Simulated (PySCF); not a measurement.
Molfile (atoms numbered from 1):
```
C5H7FO
     RDKit          3D

 14 14  0  0  0  0  0  0  0  0999 V2000
    0.2096    2.4966   -0.5563 O   0  0  0  0  0  0  0  0  0  0  0  0
    0.1050    1.3292   -0.3035 C   0  0  0  0  0  0  0  0  0  0  0  0
   -1.1809    0.5911    0.0005 C   0  0  0  0  0  0  0  0  0  0  0  0
   -0.7519   -0.7405    0.6107 C   0  0  0  0  0  0  0  0  0  0  0  0
    0.6037   -1.0314   -0.0362 C   0  0  1  0  0  0  0  0  0  0  0  0
    0.4051   -1.6313   -1.2667 F   0  0  0  0  0  0  0  0  0  0  0  0
    1.2512    0.3336   -0.2378 C   0  0  0  0  0  0  0  0  0  0  0  0
   -1.6910    0.4333   -0.9531 H   0  0  0  0  0  0  0  0  0  0  0  0
   -1.8380    1.1798    0.6381 H   0  0  0  0  0  0  0  0  0  0  0  0
   -1.4580   -1.5442    0.4099 H   0  0  0  0  0  0  0  0  0  0  0  0
   -0.6214   -0.6477    1.6889 H   0  0  0  0  0  0  0  0  0  0  0  0
    1.2192   -1.7340    0.5349 H   0  0  0  0  0  0  0  0  0  0  0  0
    1.8462    0.3719   -1.1506 H   0  0  0  0  0  0  0  0  0  0  0  0
    1.9005    0.5932    0.5989 H   0  0  0  0  0  0  0  0  0  0  0  0
  1  2  2  0
  2  3  1  0
  3  4  1  0
  4  5  1  0
  5  6  1  0
  5  7  1  0
  7  2  1  0
  3  8  1  0
  3  9  1  0
  4 10  1  0
  4 11  1  0
  5 12  1  1
  7 13  1  0
  7 14  1  0
M  END
```

Geometry: GFN2-xTB; GIAO shifts from PySCF 2.14, gas phase, non-relativistic, averaged over equivalent atoms.

At PBE0/pcSseg-1 (154 basis functions, 18 s wall time on 1 thread of an AMD EPYC 7R43 64-Core, shared host):
```tsv
atoms	δ (ppm)
O1	670.2
C2	220.3
C5	95.1
C7	47.8
C3	38.0
C4	33.9
F6	-203.0
H12	5.51
H13	2.63
H8	2.61
H10	2.48
H14	2.30
H9	2.18
H11	1.86
```

Scale: 17O (σref 336.08) against H2O; 13C (σref 186.93), 1H (σref 31.72) against TMS; 19F (σref 170.95) against CFCl3 (reference shieldings calculated alike).

**Question.** Estimate the result of repeating the calculation with mPW1PW91/def2-TZVP.

**Answer.** 
| atoms | δ at mPW1PW91/def2-TZVP | change |
| --- | --- | --- |
| O1 | 643.9 | -26.3 |
| C2 | 221.7 | +1.4 |
| C5 | 96.7 | +1.6 |
| C7 | 48.0 | +0.2 |
| C3 | 38.6 | +0.6 |
| C4 | 34.4 | +0.5 |
| F6 | -201.7 | +1.3 |
| H12 | 5.58 | +0.07 |
| H13 | 2.54 | -0.09 |
| H8 | 2.56 | -0.05 |
| H10 | 2.50 | +0.02 |
| H14 | 2.35 | +0.05 |
| H9 | 2.25 | +0.07 |
| H11 | 2.03 | +0.17 |

References, each an isolated molecule treated in the same way: H2O for 17O (σref 333.10); TMS for 13C (σref 188.68), 1H (σref 31.99); 19F (σref 174.12) against CFCl3.

The largest change is at O1 (ketone oxygen). Cost: 259 basis functions, 42 s wall time on 1 thread of an AMD EPYC 7R43 64-Core, shared host. The order of the carbon signals is the same at both levels.

Unscaled 19F shifts against computed CFCl3 carry errors that often reach 10 to 50 ppm. Unscaled 17O shifts of doubly bonded oxygen tend to come out too high, by tens of ppm or more. Experimental scales use liquid or dissolved standards, which lie at an offset from isolated H2O (liquid H2O: subtract about 36 ppm).
